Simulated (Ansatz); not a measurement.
Relaxation of a periodic cell of 17 atoms, Si16Ge (host Si, host structure diamond, interstitial Ge), to a largest force component of 0.03 eV/Å in at most 60 steps.

Method: DFT PBEsol, scalar-relativistic, plane waves, PAW (Ansatz 0.2.0). Settings: PAW set soft_1, cutoff 420 eV, k mesh 2x2x2, gaussian smearing 0.02 eV, no spin polarisation.

```xyz
17
Lattice="0.0000 5.4300 5.4300 5.4300 0.0000 5.4300 5.4300 5.4300 0.0000" Properties=species:S:1:pos:R:3
Si 0.000 0.000 0.000
Si 1.357 1.357 1.357
Si 2.715 2.715 0.000
Si 4.072 4.072 1.357
Si 2.715 0.000 2.715
Si 4.072 1.357 4.072
Si 5.430 2.715 2.715
Si 6.787 4.072 4.072
Si 0.000 2.715 2.715
Si 1.357 4.072 4.072
Si 2.715 5.430 2.715
Si 4.072 6.787 4.072
Si 2.715 2.715 5.430
Si 4.072 4.072 6.787
Si 5.430 5.430 5.430
Si 6.787 6.787 6.787
Ge 9.481 6.749 6.744
```

Question: Where does it end, and by what steps?

Answer: The run converged. The force dipped under the threshold on the way, but the program's further checks kept it going. Limits of this set-up: coarse k mesh, PAW files made for another functional. After 8 steps the energy has fallen by 0.333 eV; Si11 moved furthest, 0.08 Å.

```json
{"step": "0", "energy less start (eV)": "0.0000", "largest force component (eV/Å)": "1.063", "accepted": "yes"}
{"step": "1", "energy less start (eV)": "-0.2907", "largest force component (eV/Å)": "0.377", "accepted": "yes"}
{"step": "2", "energy less start (eV)": "-0.3314", "largest force component (eV/Å)": "0.051", "accepted": "yes"}
{"step": "3", "energy less start (eV)": "-0.3325", "largest force component (eV/Å)": "0.007", "accepted": "yes"}
{"step": "4", "energy less start (eV)": "-0.3332", "largest force component (eV/Å)": "0.011", "accepted": "yes"}
{"step": "5", "energy less start (eV)": "-0.3333", "largest force component (eV/Å)": "0.005", "accepted": "yes"}
{"step": "6", "energy less start (eV)": "-0.3333", "largest force component (eV/Å)": "0.003", "accepted": "yes"}
{"step": "7", "energy less start (eV)": "-0.3333", "largest force component (eV/Å)": "0.004", "accepted": "yes"}
{"step": "8", "energy less start (eV)": "-0.3333", "largest force component (eV/Å)": "0.010", "accepted": "yes"}
```

```xyz
17
Lattice="0.0000 5.4300 5.4300 5.4300 0.0000 5.4300 5.4300 5.4300 0.0000" Properties=species:S:1:pos:R:3
Si 0.055 -0.046 -0.026
Si 1.418 1.355 1.355
Si 2.708 2.721 -0.014
Si 4.071 4.021 1.355
Si 2.708 -0.010 2.724
Si 4.071 1.355 4.038
Si 5.434 2.721 2.724
Si 6.787 4.070 4.070
Si 0.056 2.756 2.735
Si 1.356 4.070 4.070
Si 2.657 5.383 2.736
Si 4.071 6.785 4.102
Si 2.657 2.756 5.404
Si 4.071 4.120 6.785
Si 5.435 5.420 5.416
Si 6.725 6.785 6.785
Ge 9.501 6.785 6.785
```

The run took 14 s on 1 thread of AMD EPYC 9R45 96-Core Processor (Zen 5), on a shared host, peak memory 0.61 GiB.
